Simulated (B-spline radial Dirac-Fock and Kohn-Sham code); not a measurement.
Model: Dirac-Fock densities. Program: a B-spline atomic structure program.

Question: This computed X-ray form factor belongs to an atom or ion in its tabulated ground configuration. Which?

| sin θ/λ (Å⁻¹) | f₀ |
| --- | --- |
| 0.15 | 38.202 |
| 0.31 | 35.794 |
| 0.5 | 31.621 |
| 0.81 | 24.456 |
| 1.03 | 20.465 |
| 1.67 | 13.656 |
| 2.13 | 10.359 |
| 2.71 | 7.363 |
| 3.46 | 5.444 |

Answer: Eu²⁴⁺, with 39 electrons in [Kr] 4d3. f₀ tends to the number of electrons as s goes to zero, which the first rows give only roughly, and the rate of fall reflects the nuclear charge, 63.
